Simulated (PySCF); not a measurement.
# One molecule, several mistakes: BCH6Si

These are calculations, not measurements. The program is PySCF 2.14.0, an open-source quantum chemistry code, run on an isolated molecule that a program drew, which may never have been made. The molecule is BCH6Si (charge 0, doublet), drawn as the SMILES string `[BH][SiH2]C`.

Each row is a Hartree-Fock (HF) and frozen-core CCSD(T) single point in the cc-pV(D+d)Z basis, meant for a local HF minimum. Run 1 is clean. Each other run has one planted mistake out of seven kinds, and not every kind appears here: one electron removed, one electron added, multiplicity raised by two, geometry at a saddle point, minimal basis STO-3G, one bond length entered in bohr, all coordinates scaled. The reference is restricted for singlets and unrestricted otherwise, and also for a bond in bohr. Adding or removing an electron swaps singlet and doublet. Electrons count all cores. HOMO and LUMO are orbital energies over both spins, the gradient is its largest component, and the lowest frequency (negative if imaginary) is given only where the gradient is small. Bond lengths are over the 8 bonds as drawn. T1 is the CCSD diagnostic: over 0.02 (restricted) or 0.045 (unrestricted) a single reference is doubtful.

Geometry of the clean run:
```xyz
9
BCH6Si, angstrom
B    -1.6256   -0.7061    1.5789
Si   -0.6598   -0.5360   -0.1876
C     0.7476   -1.7732   -0.3829
H    -2.6940   -0.3973    2.0165
H    -0.1191    0.8518   -0.2015
H    -1.5904   -0.6724   -1.3406
H     0.3696   -2.7992   -0.3685
H     1.4709   -1.6691    0.4297
H     1.2704   -1.6198   -1.3306
```

```
run  electrons  basis functions  <S^2>  HOMO (eV)  LUMO (eV)  gradient (hartree/bohr)  lowest frequency (cm^-1)  mean bond (Å)  longest bond (Å)      T1  HF (hartree)  CCSD(T) (hartree)                 mistake
  1         31               81  0.757      -8.77       1.19                  1.8e-05                       137         1.4196             2.020  0.0120    -354.90373         -355.27453                no fault
  2         30               81  0.000     -17.18      -6.44                  5.2e-02                         -         1.4196             2.020  0.0173    -354.62449         -354.98690    one electron removed
  3         31               81  0.757      -8.74       1.23                  2.7e-02                         -         1.3713             1.952  0.0119    -354.89479         -355.26289  all coordinates scaled
  4         31               81  1.423      -8.78       0.95                  1.1e-02                         -         1.5851             2.812  0.0444    -354.80221         -355.16647                       ?
  5         31               81  3.760      -8.14      -1.47                  4.7e-02                         -         1.4196             2.020  0.0245    -354.78438         -355.14364                       ?
```

**Which mistake was planted in run 4, and what did it cost?**

The mean bond changes by a factor of 1.117 and the longest by 1.392, so the molecule wasn't scaled as a whole. A length L in bohr read as angstrom grows by (1/0.5292 - 1) L = 0.890 L. The 8 bonds together grew by 8 x 0.1655 = 1.324 Å, which gives L = 1.488 Å. That is the length of one of the H-Si bonds, 1.488 Å in the clean geometry. So the mistake is: one bond length entered in bohr. Subtracting run 1 and multiplying by 627.51 kcal/mol a hartree, the energy moved by 63.7 kcal/mol in HF and 67.8 kcal/mol in CCSD(T).

**Which mistake was planted in run 5, and what did it cost?**

Electrons, basis and geometry are unchanged, and <S^2> is 3.760, beside S(S+1) = 3.75 for a multiplicity of 4. So the mistake is: multiplicity raised by two. Subtracting run 1 and multiplying by 627.51 kcal/mol a hartree, the energy moved by 74.9 kcal/mol in HF and 82.1 kcal/mol in CCSD(T).

